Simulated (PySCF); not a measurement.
# How methods differ on the ionisation energy of P⁺

P⁺ [Ne] 3s2 3p2 (3P) → P²⁺ [Ne] 3s2 3p1 (2P), as a difference of total energies. Calculation: PySCF 2.14, in 6-31G* (4s3p1d, 18 functions); the non-relativistic Hamiltonian (point nucleus). Correlated levels: valence: [Ne] frozen. The calculations carry no spin-orbit coupling.

Question: Order these methods by the ionisation energy they give, lowest first.
A. CCSD (valence)
B. BP86
C. SCS-MP2 (valence)
D. UHF

Answer: D (19.179 eV), C (19.336 eV), A (19.407 eV), B (19.866 eV).

The reference lies between the lowest fine-structure levels, while these numbers refer to the centres of the terms.

Errors of the correlated levels include the incompleteness of this basis and the frozen core.

For comparison: 19.769 eV (semi-empirical (NIST evaluation); NIST Atomic Spectra Database, ionization energies).
